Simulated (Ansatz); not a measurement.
Relaxation of a periodic cell of 17 atoms, Si₁₆Ge (host Si, host structure diamond, interstitial Ge), to a largest force component of 0.03 eV/Å in at most 60 steps.

Theory: Ansatz 0.2.0, DFT PBEsol, scalar-relativistic, plane waves, PAW. Settings: PAW set soft_1, cutoff 420 eV, k mesh 2x2x2, gaussian smearing 0.05 eV, no spin polarisation.

```xyz
17
Lattice="0.0000 5.4300 5.4300 5.4300 0.0000 5.4300 5.4300 5.4300 0.0000" Properties=species:S:1:pos:R:3
Si 0.000 0.000 0.000
Si 1.357 1.357 1.357
Si 2.715 2.715 0.000
Si 4.072 4.072 1.357
Si 2.715 0.000 2.715
Si 4.072 1.357 4.072
Si 5.430 2.715 2.715
Si 6.787 4.072 4.072
Si 0.000 2.715 2.715
Si 1.357 4.072 4.072
Si 2.715 5.430 2.715
Si 4.072 6.787 4.072
Si 2.715 2.715 5.430
Si 4.072 4.072 6.787
Si 5.430 5.430 5.430
Si 6.787 6.787 6.787
Ge 8.149 8.134 8.213
```

Q: Where does it end, and by what steps?

A: It converged. Limits of this set-up: coarse k mesh, PAW files made for another functional, a small cell, in which the defect meets its images. After 3 steps the energy has fallen by 0.338 eV; Si12 moved furthest, 0.08 Å.

```csv
step,energy less start (eV),largest force component (eV/Å),accepted
0,0.0000,1.106,yes
1,-0.2966,0.389,yes
2,-0.3365,0.084,yes
3,-0.3377,0.018,yes
```

```xyz
17
Lattice="0.0000 5.4300 5.4300 5.4300 0.0000 5.4300 5.4300 5.4300 0.0000" Properties=species:S:1:pos:R:3
Si 0.000 0.000 0.003
Si 1.349 1.348 1.352
Si 2.715 2.714 0.052
Si 4.082 4.081 1.352
Si 2.715 0.048 2.719
Si 4.081 1.349 4.084
Si 5.382 2.715 2.719
Si 6.745 4.115 4.116
Si 0.049 2.714 2.719
Si 1.349 4.080 4.084
Si 2.716 5.381 2.719
Si 4.116 6.744 4.116
Si 2.715 2.714 5.386
Si 4.112 4.112 6.751
Si 5.430 5.429 5.438
Si 6.748 6.747 6.751
Ge 8.146 8.143 8.154
```

Run time: 30 s on 1 thread of Arm Neoverse V2 (shared host), peak memory 0.55 GiB.
